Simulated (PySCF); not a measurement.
CHBFNO, singlet, at a GFN2-xTB geometry, with bond 3-1 at 2.4 times its length; CASSCF(6,5)/STO-3G (PySCF).

Here is a job for PySCF.
```python
from pyscf import gto, scf, mcscf
import numpy

mol = gto.M(
    atom='''
B    -0.22027885   -1.05818944    0.90480442
F     0.98402593   -1.09821260    1.43601630
H    -2.18838356   -2.84924966    1.78244105
N    -0.48702006   -0.11422377   -0.09218960
C    -0.28604830    0.78220724   -0.85279495
O    -0.19863580    1.63570601   -1.61956977
''',
    basis='sto-3g',
    verbose=4,
)

mf = scf.RHF(mol)
mf.kernel()
mc = mcscf.CASSCF(mf, 5, 6)
mc.fix_spin_(ss=0.0)
mc.kernel()
occ = numpy.linalg.eigvalsh(mc.fcisolver.make_rdm1(mc.ci, mc.ncas, mc.nelecas))[::-1]
ss = mc.fcisolver.spin_square(mc.ci, mc.ncas, mc.nelecas)[0]
print('natural occupations', occ.round(4), ' <S^2>', round(ss, 4))
```

It wrote (shortened):

```
PySCF version 2.14.0

[INPUT] verbose = 4
[INPUT] num. atoms = 6
[INPUT] num. electrons = 36
[INPUT] charge = 0
[INPUT] spin (= nelec alpha-beta = 2S) = 0
[INPUT] symmetry False subgroup None
[INPUT] Mole.unit = angstrom
[INPUT] Symbol           X                Y                Z      unit          X                Y                Z       unit  Magmom
[...]
nuclear repulsion = 133.324390462874
number of shells = 16
number of NR pGTOs = 78
number of NR cGTOs = 26
basis = sto-3g
ecp = {}

******** <class 'pyscf.scf.hf.RHF'> ********
method = RHF
initial guess = minao
damping factor = 0
level_shift factor = 0
DIIS = <class 'pyscf.scf.diis.CDIIS'>
diis_start_cycle = 1
diis_space = 8
diis_damp = 0
SCF conv_tol = 1e-09
SCF conv_tol_grad = None
SCF max_cycles = 50
direct_scf = True
direct_scf_tol = 1e-13
Set gradient conv threshold to 3.16228e-05
Initial guess from minao.
init E= -288.890011635619
[...]
cycle= 1 E= -287.447777941679  delta_E= 1.44  |g|= 0.753  |ddm|= 3.74
[...]
cycle= 2 E= -287.504925871868  delta_E= -0.0571  |g|= 0.67  |ddm|= 2.21
[...]
cycle= 3 E= -287.680208876608  delta_E= -0.175  |g|= 0.147  |ddm|= 1.33
[...]
cycle= 4 E= -287.68850904185  delta_E= -0.0083  |g|= 0.0246  |ddm|= 0.241
[...]
cycle= 5 E= -287.688818420464  delta_E= -0.000309  |g|= 0.00577  |ddm|= 0.0568
[...]
cycle= 6 E= -287.688837398338  delta_E= -1.9e-05  |g|= 0.00209  |ddm|= 0.012
[...]
cycle= 7 E= -287.688842661196  delta_E= -5.26e-06  |g|= 0.00102  |ddm|= 0.00676
[...]
cycle= 8 E= -287.688844192636  delta_E= -1.53e-06  |g|= 0.00055  |ddm|= 0.00423
[...]
cycle= 9 E= -287.688844624434  delta_E= -4.32e-07  |g|= 0.000199  |ddm|= 0.00252
[...]
cycle= 10 E= -287.688844683418  delta_E= -5.9e-08  |g|= 4.22e-05  |ddm|= 0.00101
[...]
cycle= 11 E= -287.688844685683  delta_E= -2.26e-09  |g|= 1.29e-05  |ddm|= 0.000176
[...]
cycle= 12 E= -287.688844685827  delta_E= -1.44e-10  |g|= 2.72e-06  |ddm|= 4.39e-05
[...]
Extra cycle  E= -287.68884468583  delta_E= -3.07e-12  |g|= 9.9e-07  |ddm|= 4.25e-06
converged SCF energy = -287.68884468583

******** <class 'pyscf.mcscf.mc1step.CASSCF'> ********
CAS (3e+3e, 5o), ncore = 15, nvir = 6
max_cycle_macro = 50
max_cycle_micro = 4
conv_tol = 1e-07
conv_tol_grad = None
orbital rotation max_stepsize = 0.02
orbital rotation threshold for CI restart = 0.01
augmented hessian ah_max_cycle = 30
augmented hessian ah_conv_tol = 1e-12
augmented hessian ah_linear dependence = 1e-14
augmented hessian ah_level shift = 1e-08
augmented hessian ah_start_tol = 2.5
[...]
CASCI E = -287.846500378851  S^2 = 0.0000000
[...]
macro iter  40 ( 21 JK    4 micro), CASSCF E = -287.877151864345  dE = -9.38776364e-05  S^2 = 0.0000000
               |grad[o]|=0.00155  |grad[c]|=0.00467  |ddm|=0.00348  |maxRot[o]|=0.0875
macro iter  41 ( 21 JK    4 micro), CASSCF E = -287.877144478460  dE =  7.38588557e-06  S^2 = 0.0000000
               |grad[o]|=0.00227  |grad[c]|=0.00763  |ddm|=0.00478  |maxRot[o]|=0.0124
macro iter  42 ( 21 JK    4 micro), CASSCF E = -287.877249850211  dE = -1.05371752e-04  S^2 = 0.0000000
               |grad[o]|=0.00159  |grad[c]|=0.00602  |ddm|=0.00303  |maxRot[o]|=0.071
macro iter  43 ( 21 JK    4 micro), CASSCF E = -287.877380619124  dE = -1.30768913e-04  S^2 = 0.0000000
               |grad[o]|=0.00204  |grad[c]|=0.00372  |ddm|=0.00274  |maxRot[o]|=0.0753
macro iter  44 ( 21 JK    4 micro), CASSCF E = -287.877600425432  dE = -2.19806308e-04  S^2 = 0.0000000
               |grad[o]|=0.0027  |grad[c]|=0.00652  |ddm|=0.00523  |maxRot[o]|= 0.11
macro iter  45 ( 20 JK    4 micro), CASSCF E = -287.877631835032  dE = -3.14095997e-05  S^2 = 0.0000000
               |grad[o]|=0.00371  |grad[c]|=0.0133  |ddm|=0.0119  |maxRot[o]|=0.0182
macro iter  46 ( 21 JK    4 micro), CASSCF E = -287.877633726386  dE = -1.89135443e-06  S^2 = 0.0000000
               |grad[o]|=0.00244  |grad[c]|=0.0117  |ddm|=0.00608  |maxRot[o]|=0.00322
macro iter  47 ( 21 JK    4 micro), CASSCF E = -287.877632235304  dE =  1.49108286e-06  S^2 = 0.0000000
               |grad[o]|=0.00201  |grad[c]|=0.0126  |ddm|=0.00649  |maxRot[o]|=0.0021
macro iter  48 ( 21 JK    4 micro), CASSCF E = -287.877747999808  dE = -1.15764504e-04  S^2 = 0.0000000
               |grad[o]|=0.00186  |grad[c]|=0.00987  |ddm|=0.00515  |maxRot[o]|=0.0458
macro iter  49 ( 21 JK    4 micro), CASSCF E = -287.877971896858  dE = -2.23897050e-04  S^2 = 0.0000000
               |grad[o]|=0.00192  |grad[c]|=0.00458  |ddm|=0.00304  |maxRot[o]|=0.0855
macro iter  50 ( 21 JK    4 micro), CASSCF E = -287.878267738156  dE = -2.95841298e-04  S^2 = 0.0000000
               |grad[o]|=0.00236  |grad[c]|=0.00724  |ddm|=0.00535  |maxRot[o]|=0.117
1-step CASSCF not converged,  50 macro (933 JK 186 micro) steps
CASSCF canonicalization
Density matrix diagonal elements [1.9627675  1.97515509 1.33501022 0.67270413 0.05436306]
CASSCF energy = -287.878267738156
CASCI E = -287.878267738156  E(CI) = -6.70593644966510  S^2 = 0.0000000
natural occupations [1.9877 1.9591 1.3305 0.6691 0.0536]  <S^2> 0.0
```

Convergence was not reached.
